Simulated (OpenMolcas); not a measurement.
## Si III: effect of the IPEA shift

```yaml
Program: OpenMolcas 26.06
Basis: ANO-RCC-VTZP [5s4p2d1f]
Scalar_Hamiltonian: DKH2, point nucleus
Active_space: 2 electrons in 9 orbitals (RAS2 3s 3p; RAS3 3d, at most 2 electrons)
State_averaging: 2S+1 = 3 even, 3 roots; 2S+1 = 1 even, 7 roots; 2S+1 = 3 odd, 3 roots; 2S+1 = 1 odd, 3 roots
Spin-orbit_coupling: RASSI with atomic mean-field integrals over the reference wave functions, term energies averaged over their components
```

Methods on the same reference wave functions:
A. RASSCF
B. MS-RASPT2, IPEA 0 Eh, imaginary shift 0.1 Eh (closed shells correlated: 2s 2p)
C. MS-RASPT2, IPEA 0.25 Eh, imaginary shift 0.1 Eh (closed shells correlated: 2s 2p)

Energies in cm-1 above 3s2 1S0, the measured ground level; measured values from NIST levels in Kelleher and Podobedova, J. Phys. Chem. Ref. Data 37, 1285 (2008).

```csv
Level,A,B,C,Measured
3s2 1S0,0.0,0.0,0.0,0.0
3s 3p 3P* 0,50618,51767,51760,52725
3s 3p 3P* 1,50725,51873,51867,52853
3s 3p 3P* 2,50940,52088,52082,53115
3s 3p 1P* 1,83647,83362,83385,82884
3p2 1D2,120110,121290,121288,122215
```

Deviations, from unrounded energies. A percentage is the sum of absolute deviations over the sum of measured energies, with the sign that they share, or ± where signs differ.

```tsv
Against measurement	Levels	A	B	C
mean absolute deviation (cm-1)	5	1900	870	880
other configurations (%)	5	±2.6	±1.2	±1.2
```

B, C lie about equally close to measurement and A furthest from it. The largest miss of B in the table is 3s 3p 3P* 2, by -1000 cm-1. The ranking rests on the paired levels alone, and a cruder setting can come out closer through cancelling errors.

Between B and C the level of the table that moves most is 3s 3p 1P* 1, by 24 cm-1 (lowest in B, highest in C).

The lowest spin-free term lies below A's lowest term by 0.024 hartree in B, 0.024 hartree in C.

Configurations are named by rounded mean occupations; where the s occupation lies near a half they are strongly mixed, a name can repeat and a true partner stay unpaired. Active for correlation alone: 3d; no level in the range computed is led by a configuration that fills it, so any true level of that kind is missing. Some terms mix strongly with configurations of 3d, whose occupation reaches 0.32 (3p2 1D). Computed and measured levels are paired by configuration, term and J; levels that our copy of the source lacks, or whose pairing is in doubt (as where it misses far off the trend of its configuration), stay unpaired and out of the deviations. Levels of configurations outside the active space are missing. Levels that lie high or do not pair safely by name in every column are left out.

* marks odd parity.
